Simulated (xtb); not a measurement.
In(OH)2(SH) (H3InO2S), SMILES [In]([SH])([OH])[OH]. All values are semi-empirical tight-binding results from xtb (GFN2-xTB unless named), good for trends rather than for accurate numbers. The structure is a stationary point at GFN2-xTB. One conformer was computed; it need not be the lowest.

For metal compounds this method's bond lengths and energies can be far off.

Question: Estimate the properties. (An estimate is asked for; the answer gives what the named calculation found.)

Answer: 
point group as xtb finds it: Cs
orbital gap: 2.44 eV
zero-point energy: 20.0 kcal/mol
G − E(el) at 298.15 K (modified RRHO): -0.9 kcal/mol
